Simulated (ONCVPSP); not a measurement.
# Building the ONCV potential for chromium (LDA (Perdew-Wang 92), scalar-relativistic).

ONCVPSP 4.0.1 input, shortened (lines: element, Z, core and valence counts, functional; n l f; lmax; l rc ep ncon nbas qcut; lloc lpopt rc5 dvloc0; l nproj debl; icmod fcfact rcfact), LDA (Perdew-Wang 92), scalar-relativistic:

```
  Cr 24.00    3    4  -001012      upf
    1    0    2.00
    2    0    2.00
    2    1    6.00
    3    0    2.00
    3    1    6.00
    3    2    4.00
    4    0    2.00
    2
    0    1.35    0.00    3    7    8.00
    1    0.95    0.00    5    9    8.00
    2    2.10    0.00    3    8    8.30
    4    5    0.65    6.00
    0    2    1.30
    1    2    1.90
    2    2    0.90
    1    0.30    0.00
```

All-electron outer shells of the reference configuration (LDA (PZ), scalar-relativistic, ld1.x):

```
shell  level (eV)  outermost node (bohr)  outermost maximum (bohr)
   2p     -564.74                      –                      0.20
   3s      -77.52                   0.36                      0.78
   3p      -49.17                   0.33                      0.80
   3d       -6.22                      –                      0.82
   4s       -5.08                   1.11                      2.61
```

(1) Estimate the cutoffs (Ha) at which the residual kinetic energy of the hardest occupied pseudo-wave falls to 1 and 0.1 mHa per electron.

(2) Does the potential have ghost states?

(3) Which valence shell sets the plane-wave cutoff?

(4) Tests: 3s2 3p6 3d5 4s1; 3s2 3p6 3d5 4s0; 3s2 3p6 3d4 4s0; 3s2 3p6 3d2 4s0. Which has the largest error in its energy relative to the reference configuration, and how large is it?

Results:

(1) 75 Ha and 255 Ha.

(2) No bound ghost flagged; GHOST(+) flagged for s at 241.6 eV.

(3) 3p: 75 Ha for 1 mHa per electron, against 24 Ha for 3d.

(4) 3s2 3p6 3d2 4s0, with +1004 meV (all-electron minus pseudo) on +103.19 eV.
